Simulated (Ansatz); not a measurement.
Start from `[F][Sb]([F])[F]` and change one atom or group to get `C[O][Sb]([F])[F]`.

Ansatz, PBE0-D4/def2-TZVP geometries, multiplicity 1. Each molecule was computed in one conformer, which needn't be the lowest.

Elements past krypton have def2 core potentials.  Spin–orbit coupling is left out; it splits and shifts lone-pair levels of the heavy atoms by tenths of an eV.

| property | `[F][Sb]([F])[F]` |
| --- | --- |
| HOMO energy (ωB97M-V/def2-TZVPP) / eV | -11.98 |
| LUMO energy (PBE0/def2-TZVPP) / eV | -1.61 |
| HOMO energy (PBE/def2-TZVPP) / eV | -8.36 |
| LUMO energy (B3LYP/def2-TZVPP) / eV | -1.88 |
| HOMO energy (B3LYP/def2-TZVPP) / eV | -9.59 |
| LUMO energy (PBE/def2-TZVPP) / eV | -2.34 |

Problem. What does the change do to each property? (Best estimate.)

Solution. The calculation gave: 
```
                             property  `C[O][Sb]([F])[F]`  shift
HOMO energy (ωB97M-V/def2-TZVPP) / eV              -11.04   0.94
   LUMO energy (PBE0/def2-TZVPP) / eV               -1.25   0.36
    HOMO energy (PBE/def2-TZVPP) / eV               -7.02   1.34
  LUMO energy (B3LYP/def2-TZVPP) / eV               -1.51   0.37
  HOMO energy (B3LYP/def2-TZVPP) / eV               -8.36   1.23
    LUMO energy (PBE/def2-TZVPP) / eV               -1.98   0.36
```

With PBE0 the HOMO rises by 1.15 eV and the LUMO rises by 0.36 eV, so the gap narrows by about 0.79 eV. PBE moves the HOMO by 1.34 eV and ωB97M-V by 0.94 eV. The zero-point energy changes by 104.5 kJ/mol with +12 modes.

B3LYP here is the variant with VWN-RPA as its local correlation; programs differ in this.
